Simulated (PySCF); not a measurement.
Ti(I)(SH)3 (H₃IS₃Ti), SMILES [SH][Ti]([SH])([SH])[I], multiplicity 1. Atoms are numbered in the order given.

```xyz
8

Ti    -0.5734    -0.3813     0.2715
I      1.4254     0.9121    -0.7008
S     -0.1143    -1.3696     2.2464
H      0.3043    -0.1663     2.7251
S     -1.2005    -2.0618    -1.1119
H     -2.4887    -1.8954    -0.7174
S     -2.3432     0.9682     0.7204
H     -2.2151     1.5196    -0.5169
```
Charge 0, spin multiplicity 1.

Coordinates come from a B3LYP-D3(BJ)/def2-SVP optimisation. The spin state was assumed, not searched. The def2 effective core potentials stand for the cores of I; spin–orbit coupling is left out. One conformer was computed; it need not be the lowest.

All values below come from TDA-ωB97X/def2-SVPD (PySCF).

Vertical excitations. Gas-phase values at a fixed geometry.

**Question.** List the lowest excited states. (The exact figures need the calculation; the answer reports its results.)

**Answer.** 
```
state  energy (eV)  λ (nm)      f                                                                 main pairs
-----  -----------  ------  -----  -------------------------------------------------------------------------
S1            3.42     362  0.000                                           HOMO→LUMO 62 %, HOMO−2→LUMO 25 %
S2            3.54     351  0.001  HOMO→LUMO+1 23 %, HOMO−1→LUMO 23 %, HOMO−2→LUMO+1 16 %, HOMO−1→LUMO+1 9 %
S3            3.62     342  0.004      HOMO−2→LUMO 35 %, HOMO→LUMO 23 %, HOMO−2→LUMO+1 12 %, HOMO−1→LUMO 8 %
S4            3.67     338  0.026                      HOMO→LUMO+1 48 %, HOMO−4→LUMO 10 %, HOMO−1→LUMO+1 7 %
S5            3.74     332  0.016                                       HOMO−1→LUMO+1 53 %, HOMO−1→LUMO 19 %
S6            3.80     326  0.022  HOMO−2→LUMO+1 35 %, HOMO−1→LUMO 17 %, HOMO−1→LUMO+1 13 %, HOMO−2→LUMO 6 %
S7            3.95     314  0.011                                        HOMO→LUMO+2 56 %, HOMO−1→LUMO+2 9 %
S8            4.05     306  0.005   HOMO→LUMO+3 21 %, HOMO−3→LUMO 16 %, HOMO−7→LUMO 14 %, HOMO−1→LUMO+2 13 %
S9            4.07     305  0.008                      HOMO−1→LUMO+2 48 %, HOMO−7→LUMO 12 %, HOMO→LUMO+2 8 %
S10           4.14     299  0.004  HOMO−2→LUMO+2 17 %, HOMO−6→LUMO 17 %, HOMO−6→LUMO+1 11 %, HOMO−4→LUMO 9 %
T1            3.07     403      0    HOMO→LUMO 41 %, HOMO−3→LUMO 15 %, HOMO−2→LUMO+1 10 %, HOMO−2→LUMO+2 8 %
T2            3.13     396      0                     HOMO−2→LUMO 26 %, HOMO→LUMO+1 19 %, HOMO−2→LUMO+1 18 %
T3            3.25     381      0  HOMO−2→LUMO 18 %, HOMO−1→LUMO+1 15 %, HOMO−2→LUMO+1 13 %, HOMO→LUMO+1 9 %
T4            3.33     372      0                                         HOMO−1→LUMO 68 %, HOMO→LUMO+1 13 %
```
Triplets are in the Tamm–Dancoff approximation.
